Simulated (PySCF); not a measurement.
Isomers of C5H4F3NO, one GFN2-xTB conformer each. Single-point energies are computed at PBE0/pcSseg-1 (PySCF, gas phase, no added dispersion term), electronic only.

**Question.** Rank them by PBE0/pcSseg-1 energy, lowest first (kJ/mol).
A. `[NH2:1][C:2](=[O:3])/[CH:4]=[CH:5]/[C:6]([F:7])=[C:8]([F:9])[F:10]` with H–N1–C2–O3 0° and 180°, N1–C2–C4–C5 180°, C4–C5–C6–F7 0°
B. `[H]/[N:4]=[C:3](\[CH:2]=[CH2:1])[C:5](=[O:6])[C:7]([F:8])([F:9])[F:10]` with C1–C2–C3–N4 13°, C2–C3–C5–O6 -12°
C. `[N:1]#[C:2][C:3]1([O:4][C:5]([F:6])([F:7])[F:8])[CH2:9][CH2:10]1` with C2–C3–O4–C5 71°
D. `[CH3:1][O:2]/[C:3]([C:4]#[N:5])=[CH:6]\[C:7]([F:8])([F:9])[F:10]` with C1–O2–C3–C4 -1°
E. `[H]/[N:4]=[CH:3]\[C:2](=[CH2:1])[C:5](=[O:6])[C:7]([F:8])([F:9])[F:10]` with C1–C2–C3–N4 34°, C1–C2–C5–O6 5°
F. `[CH2:1]=[C:2]([CH2:3][C:4]#[N:5])[O:6][C:7]([F:8])([F:9])[F:10]` with C1–C2–C3–C4 82°, C1–C2–O6–C7 -3°
G. `Cc1cc(C(F)(F)F)on1`

**Answer.** A (0.0), F (3.3), G (14.6), C (24.8), B (42.9), D (46.1), E (47.6).

As drawn, the lowest has a C(=O)–N unit, which the highest lacks; the highest has a C=N bond, which the lowest lacks. Neighbours about 10 kJ/mol apart or less (NC(=O)/C=C/C(F)=C(F)F and C=C(CC#N)OC(F)(F)F; Cc1cc(C(F)(F)F)on1 and N#CC1(OC(F)(F)F)CC1; [H]/N=C(\C=C)C(=O)C(F)(F)F and CO/C(C#N)=C\C(F)(F)F; CO/C(C#N)=C\C(F)(F)F and [H]/N=C\C(=C)C(=O)C(F)(F)F) can change places with a better method, another conformer or zero-point energy. GFN2-xTB itself gives, in the same order: 44.9, 19.1, 0.0, 26.3, 142.5, 77.0, 136.7. GFN2-xTB puts Cc1cc(C(F)(F)F)on1 lowest instead; measured from each level's own lowest isomer, the values differ by up to 99.6 kJ/mol ([H]/N=C(\C=C)C(=O)C(F)(F)F: 142.5 against 42.9).

**Question.** Which frontier levels, dipoles and rotational constants go with these structures?

**Answer.** 
| SMILES | HOMO (eV, PBE0/pcSseg-1) | LUMO (eV) | dipole (D) | A, B, C (MHz) |
| --- | --- | --- | --- | --- |
| NC(=O)/C=C/C(F)=C(F)F | -7.19 | -1.91 | 3.07 | 3185, 567.1, 481.4 |
| C=C(CC#N)OC(F)(F)F | -8.35 | -0.79 | 3.68 | 2679, 764.1, 716.5 |
| Cc1cc(C(F)(F)F)on1 | -8.44 | -1.21 | 3.62 | 3242, 813.9, 736.9 |
| N#CC1(OC(F)(F)F)CC1 | -9.11 | -0.27 | 4.31 | 2119, 1134, 907.5 |
| [H]/N=C(\C=C)C(=O)C(F)(F)F | -8.17 | -3.08 | 4.45 | 2665, 887.1, 760.6 |
| CO/C(C#N)=C\C(F)(F)F | -7.98 | -2.14 | 2.10 | 2413, 829.3, 694.3 |
| [H]/N=C\C(=C)C(=O)C(F)(F)F | -7.96 | -3.11 | 2.81 | 2042, 1100, 825.4 |

**Question.** As an exercise, what shares would exp(−E/RT) give at 298.15 K from these electronic energies alone (no entropy, no degeneracies)?

**Answer.** RT = 2.479 kJ/mol: NC(=O)/C=C/C(F)=C(F)F 79.1 %, C=C(CC#N)OC(F)(F)F 20.6 %, Cc1cc(C(F)(F)F)on1 0.2 %, N#CC1(OC(F)(F)F)CC1 under 0.1 %, [H]/N=C(\C=C)C(=O)C(F)(F)F under 0.1 %, CO/C(C#N)=C\C(F)(F)F under 0.1 %, [H]/N=C\C(=C)C(=O)C(F)(F)F under 0.1 %.
